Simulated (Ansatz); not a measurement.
`C=[C](F)[AlH][OH]` → Al• + 2 C• + F• + 4 H• + O•  (atomization)

Calculated with Ansatz (gas phase, PBE0-D4/def2-TZVP geometries, no zero-point term in ΔE). CCSD(T)/CBS is the MP2 limit (def2-TZVPP, def2-QZVPP) plus CCSD(T) − MP2 in def2-TZVPP, frozen cores. This one scheme is used for every species, atoms too. DFT in def2-TZVPP. HSE06 is defined as in plane-wave codes. Open shells (•) are unrestricted, without spin–orbit coupling. Spin–orbit coupling would lower the free atoms: a little for Al, C, F, O. Each species was taken in one conformer, which may not be the lowest.

```json
{"level": "B97M-V", "ΔE (kJ/mol)": "3474.8", "difference from CCSD(T)/CBS": "9.9"}
{"level": "HSE06-D4", "ΔE (kJ/mol)": "3452.1", "difference from CCSD(T)/CBS": "-12.8"}
{"level": "BHLYP-D4", "ΔE (kJ/mol)": "3319.7", "difference from CCSD(T)/CBS": "-145.2"}
{"level": "ωB97X-V", "ΔE (kJ/mol)": "3461.1", "difference from CCSD(T)/CBS": "-3.8"}
{"level": "ωB97M-V", "ΔE (kJ/mol)": "3469.0", "difference from CCSD(T)/CBS": "4.1"}
{"level": "B2PLYP", "ΔE (kJ/mol)": "3425.5", "difference from CCSD(T)/CBS": "-39.4"}
{"level": "r2SCAN", "ΔE (kJ/mol)": "3470.9", "difference from CCSD(T)/CBS": "6.0"}
{"level": "r2SCAN0", "ΔE (kJ/mol)": "3388.9", "difference from CCSD(T)/CBS": "-76.0"}
{"level": "HSE06", "ΔE (kJ/mol)": "3440.1", "difference from CCSD(T)/CBS": "-24.8"}
{"level": "LC-ωPBE", "ΔE (kJ/mol)": "3454.7", "difference from CCSD(T)/CBS": "-10.2"}
{"level": "CCSD(T)/CBS", "ΔE (kJ/mol)": "3464.9", "difference from CCSD(T)/CBS": "0"}
```

Largest T1 diagnostic among the species: 0.018.

Leaving LDA and LC-ωPBE aside and taking each functional with its dispersion term where it has one, the values, not all of them listed here, spread over 222.1 kJ/mol, from BHLYP-D4 to PBE-D4. LDA lies +467.4 kJ/mol from PBE without D4, its usual overbinding. From r2SCAN to r2SCAN0 (25 % exact exchange), in def2-TZVPP and without D4, ΔE moves by −82.0 kJ/mol: exact exchange takes away binding that semilocal exchange gives to molecules. At CCSD(T), def2-SVP lies −201.1 kJ/mol from the extrapolated value and def2-TZVPP −97.5 kJ/mol: correlation converges slowly with the basis, and small sets miss more of it in the bonded molecule than in its fragments.

For atomizations the MP2-based limit and the directly extrapolated one differ by several kJ/mol either way, and by 10 to 25 for some Ge, Se and Sn compounds, so smaller differences from it don't rank the levels.
